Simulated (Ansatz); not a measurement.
Basis-set series for CH₅ClSn, SMILES `[CH3][SnH2][Cl]`. Charge 0, multiplicity 1. Sn: def2 effective core potential. Geometry: relaxed with PBE0-D4/def2-TZVP.

```csv
functional,basis,functions,energy (Eh),HOMO (eV),LUMO (eV)
PBE0-D4,def2-SVP,83,-715.26641,-8.13,-0.20
PBE0-D4,def2-QZVPP,359,-715.50172,-8.33,-0.59
ωB97M-V,def2-SVP,83,-715.35086,-10.30,1.63
ωB97M-V,def2-QZVPP,359,-715.58917,-10.53,0.81
```

(1) Give the rows for def2-TZVPP. (Best estimate.)

Answers

(1) The calculation gave: 
```tsv
functional	basis	functions	energy (Eh)	HOMO (eV)	LUMO (eV)
PBE0-D4	def2-TZVPP	193	-715.48331	-8.30	-0.48
ωB97M-V	def2-TZVPP	193	-715.57119	-10.50	1.14
```

Positive LUMOs are unbound and depend on the basis.

All numbers were calculated with Ansatz.
